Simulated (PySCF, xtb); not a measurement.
In(F)2(SMe) (CH3F2InS), SMILES [In]([S]C)([F])[F].

GFN2-xTB in xtb at its own geometry gives an orbital gap of 1.43 eV and a dipole moment of 5.19 D.

Geometry: PBE0-D3(BJ)/def2-SVP. The structure was generated by enumeration; whether it is a known compound was not checked. The def2 effective core potentials stand for the cores of In; spin–orbit coupling is left out. The values are those of a single conformer.

**Question.** What does HF/def2-TZVP (PySCF) give? (The exact figures need the calculation; the answer reports its results.)

**Answer.** gap 11.21 eV (levels -10.51 and 0.70 eV), dipole 3.03 D.
